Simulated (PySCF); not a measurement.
Species: C8H13P.
Geometry (PBE0-D3(BJ)/def2-SVP, Å), atoms numbered from 1 in this order:
```xyz
22
C8H13P angstrom
C      3.546   -1.070    0.484
C      2.959   -0.203   -0.135
P      2.148    0.967   -1.195
C      0.365    0.724   -0.684
C      0.091    0.875    0.810
C     -1.385    0.665    1.135
C     -1.886   -0.677    0.614
C     -1.625   -0.820   -0.881
C     -0.150   -0.616   -1.213
H      4.068   -1.829    1.038
H      2.417    2.123   -0.400
H     -0.161    1.534   -1.228
H      0.700    0.132    1.355
H      0.424    1.867    1.158
H     -1.979    1.477    0.677
H     -1.545    0.741    2.223
H     -1.367   -1.492    1.152
H     -2.960   -0.797    0.830
H     -2.227   -0.073   -1.429
H     -1.956   -1.808   -1.239
H      0.015   -0.685   -2.301
H      0.444   -1.428   -0.755
```

Computed with PySCF at PBE0/pcSseg-1, non-relativistic, on one gas-phase PBE0-D3(BJ)/def2-SVP geometry that isn't relaxed in the solvent. The solvent is an IEF-PCM continuum (cavity from Bondi-type radii × 1.2). Only the electrostatic response of the medium enters.

Gas phase at PBE0/pcSseg-1: HOMO -6.78 eV, LUMO -0.09 eV, dipole 1.57 D.

Q: What does the continuum do to the energy, the frontier levels and the dipole at PBE0/pcSseg-1 in dimethylsulfoxide?

A: 
```json
{"solvent": "dimethylsulfoxide", "ε": "46.83", "E(solvent) − E(gas) (kcal/mol)": "-3.91", "polarisation term (kcal/mol)": "-4.50", "distortion of the solute (kcal/mol)": "0.59", "HOMO (eV)": "-6.89", "LUMO (eV)": "-0.11", "dipole (D)": "2.05"}
```

Polarisation term: ½ Σ q·V over the induced surface charges. Distortion: the rise of the solute's own energy as its density leaves the gas-phase optimum.

Q: Which radius a makes the point-dipole formula ΔE = −[(ε − 1)/(2ε + 1)]·μ²/a³ give the value in dimethylsulfoxide, with the gas-phase dipole?

A: μ = 0.616 au and |ΔE| = 0.00623 Eh give a = 1.63 Å; the farthest nucleus lies 4.58 Å from the centroid of the nuclei, so such a sphere wouldn't even hold the nuclei. The formula assumes a rigid point dipole at the centre of a sphere.

Q: Give the dipole vector in the frame of the coordinates (D, pointing from negative to positive charge), gas and dimethylsulfoxide.

A: Gas (-1.23, -0.16, 0.96), solvent (-1.67, 0.09, 1.17). Its length changes by +31 % and its direction by 9°.

Q: Which Hirshfeld charges (PBE0/pcSseg-1) respond most in dimethylsulfoxide (means over atoms taken as equivalent)?

A: 
```tsv
atoms	environment	gas (e)	solvent (e)	change
P3	phosphine phosphorus	+0.146	+0.128	-0.018
C2	alkyne carbon	-0.111	-0.126	-0.015
H10	alkyne hydrogen	+0.097	+0.110	+0.013
H11	P–H hydrogen	-0.006	+0.005	+0.011
H12	methine hydrogen	+0.035	+0.044	+0.009
C1	terminal alkyne carbon	-0.102	-0.109	-0.007
```

Q: Which Mayer bond orders change most in dimethylsulfoxide?

A: 
```csv
bond,length (Å),gas,solvent,change
C1–C2,1.217,2.627,2.591,-0.036
C1–H10,1.075,1.095,1.103,+0.008
C2–P3,1.775,0.915,0.910,-0.005
C4–H12,1.108,0.925,0.920,-0.005
C4–C5,1.527,0.976,0.979,+0.003
C5–C6,1.527,1.038,1.041,+0.003
P3–C4,1.870,0.991,0.989,-0.002
C8–C9,1.526,1.040,1.042,+0.002
```
